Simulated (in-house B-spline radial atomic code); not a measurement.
The samarium ion Sm⁵⁺: [Kr] (4d3/2)4 (4d5/2)5 (4f5/2)2 (4f7/2)1 5s2 5p6 (7g9/2)1 (an excited or competing configuration)

Level of theory: Dirac-Hartree-Fock, average of the jj configuration, Fermi nucleus of rms radius 5.0819 fm; calculated with an all-electron radial atomic-structure program (B-spline basis).

Effective charges: Z_r = [3n² - l(l+1)]/(2<r>) from the radius, Z_e = n√(-2ε) from the energy, and Slater's rules. Values are occupation-weighted means over j. An effective charge above Z reflects the relativistic contraction of the inner shells.

```tsv
shell	electrons	ε (eV)	<r> (bohr)	Z_r	Z_e	Slater
1s	2	-47212	0.02274	65.97	58.91	61.70
2s	2	-7919.4	0.09641	62.24	48.25	57.85
2p	6	-7089.6	0.08522	58.67	45.65	57.85
3s	2	-1869.2	0.2535	53.25	35.16	50.75
3p	6	-1601.9	0.2519	49.63	32.55	50.75
3d	10	-1229.1	0.2306	45.53	28.51	40.85
4s	2	-473.8	0.5724	41.93	23.60	34.25
4p	6	-381.01	0.6025	38.18	21.17	34.25
4d	9	-246.78	0.6509	32.26	17.04	23.20
5s	2	-131.77	1.287	29.14	15.56	14.55
4f	3	-107.96	0.7504	23.99	11.27	16.30
5p	6	-102.19	1.42	25.70	13.70	14.55
7g	1	-10.132	10.35	6.13	6.04	-
```

The least bound orbital is 7g9/2 at -10.13 eV, and it is also the most diffuse (<r> = 10.35 bohr). The part-filled 4d shell lies below the filled 5p shell in orbital energy.

For the 1s electron the small component carries 5.31 % of the norm, the zero-frequency Breit interaction raises the level by 136.2 eV, self-energy by 80.75 eV, and vacuum polarisation lowers it by 12.77 eV.
